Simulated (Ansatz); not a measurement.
CH4SSi, SMILES `C[Si]S` (excited triplet; C–Si–S–H torsion 92°) (charge 0, multiplicity 3). This triplet is an excited state, 1.52 eV above the relaxed singlet at the level frozen-core CCSD(T)/cc-pVTZ // B3LYP-D3(BJ)/def2-TZVP (Ansatz, a program for electronic structure).

These are Ansatz with BLYP/cc-pVTZ // B3LYP-D3(BJ)/def2-TZVP values and carry that method's errors.

Ansatz 0.2 input:
```yaml
crystal:
  periodic: [false, false, false]
  atoms:
    - { symbol: C, position_ang: [-1.1283, 0.134768, 0.132304] }
    - { symbol: Si, position_ang: [0.412973, -0.753587, 0.818806] }
    - { symbol: S, position_ang: [2.214622, -0.696346, -0.32687] }
    - { symbol: H, position_ang: [-1.979751, -0.064922, 0.783332] }
    - { symbol: H, position_ang: [-1.350804, -0.235552, -0.869353] }
    - { symbol: H, position_ang: [-0.953858, 1.211124, 0.09419] }
    - { symbol: H, position_ang: [2.78512, 0.404516, 0.20761] }
basis:
  gaussian: { orbitals: cc-pVTZ }
hamiltonian:
  xc: blyp
magnetization:
  spin_polarized: true
  initial_magnetization: 2
```

Output:

```
Functional definition: BLYP
947 factors; their error is unknown
mean field evaluation 1: about -19804.1314 eV, gradient 4.6e1 eV
mean field evaluation 2: about -19780.6067 eV, gradient 6.9e1 eV
mean field evaluation 4: about -19813.5098 eV, gradient 9.2e0 eV
mean field evaluation 8: about -19814.0373 eV, gradient 1.8e-1 eV
mean field evaluation 16: about -19813.9949 eV, gradient 3.4e-4 eV
mean field -19813.99486177 eV, -728.1508807620 hartree, gradient 8.4e-6 eV, S^2 2.002676; 0 other end points of the search recorded, 0 dependent functions left out
reference -19813.99519002 eV, -728.1508928250 hartree; 21, 19 occupied and 133, 135 virtual orbitals, 947 factors
Total energy: -19813.99519002 eV, -728.1508928250 hartree
```
